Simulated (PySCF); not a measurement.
# Radial density of Si (silicon, neutral)

UHF, [Ne] 3s2 3p1 4s1, high-spin 3P determinant (an excited configuration). All numbers are calculated (PySCF 2.14, the spin-free X2C one-electron Hamiltonian (Gaussian nucleus), in aug-cc-pCVTZ-DK (8s7p5d3f, 75 functions)).

```json
{"r (bohr)": "0.00151", "4πr²ρ (e/bohr)": "0.05797", "4πr²(ρα − ρβ)": "0.0000"}
{"r (bohr)": "0.00254", "4πr²ρ (e/bohr)": "0.1523", "4πr²(ρα − ρβ)": "0.0000"}
{"r (bohr)": "0.00427", "4πr²ρ (e/bohr)": "0.3960", "4πr²(ρα − ρβ)": "0.0001"}
{"r (bohr)": "0.00718", "4πr²ρ (e/bohr)": "1.003", "4πr²(ρα − ρβ)": "0.0003"}
{"r (bohr)": "0.0121", "4πr²ρ (e/bohr)": "2.419", "4πr²(ρα − ρβ)": "0.0007"}
{"r (bohr)": "0.0203", "4πr²ρ (e/bohr)": "5.345", "4πr²(ρα − ρβ)": "0.0016"}
{"r (bohr)": "0.0342", "4πr²ρ (e/bohr)": "10.16", "4πr²(ρα − ρβ)": "0.0033"}
{"r (bohr)": "0.0575", "4πr²ρ (e/bohr)": "15.02", "4πr²(ρα − ρβ)": "0.0062"}
{"r (bohr)": "0.0967", "4πr²ρ (e/bohr)": "14.94", "4πr²(ρα − ρβ)": "0.0136"}
{"r (bohr)": "0.163", "4πr²ρ (e/bohr)": "10.19", "4πr²(ρα − ρβ)": "0.0403"}
{"r (bohr)": "0.274", "4πr²ρ (e/bohr)": "11.59", "4πr²(ρα − ρβ)": "0.0900"}
{"r (bohr)": "0.460", "4πr²ρ (e/bohr)": "14.03", "4πr²(ρα − ρβ)": "0.0634"}
{"r (bohr)": "0.774", "4πr²ρ (e/bohr)": "5.988", "4πr²(ρα − ρβ)": "-0.0040"}
{"r (bohr)": "1.30", "4πr²ρ (e/bohr)": "1.630", "4πr²(ρα − ρβ)": "0.2753"}
{"r (bohr)": "2.19", "4πr²ρ (e/bohr)": "1.418", "4πr²(ρα − ρβ)": "0.4585"}
{"r (bohr)": "3.68", "4πr²ρ (e/bohr)": "0.3616", "4πr²(ρα − ρβ)": "0.2152"}
{"r (bohr)": "6.19", "4πr²ρ (e/bohr)": "0.2504", "4πr²(ρα − ρβ)": "0.2486"}
{"r (bohr)": "10.4", "4πr²ρ (e/bohr)": "0.01025", "4πr²(ρα − ρβ)": "0.0103"}
```

Densities and radii are taken from the X2C orbitals without a picture-change correction, which distorts them close to the nucleus.

The outer electron is Rydberg-like, and this basis confines it to a smaller radius and binds it less than a complete one would.

Q: Where is the radial spin density 4πr²(ρα − ρβ) most negative, and why is it negative at all?

A: Around r = 0.774 bohr, down to -0.0040 e/bohr: exchange with the open shell polarises the paired shells in an unrestricted calculation.
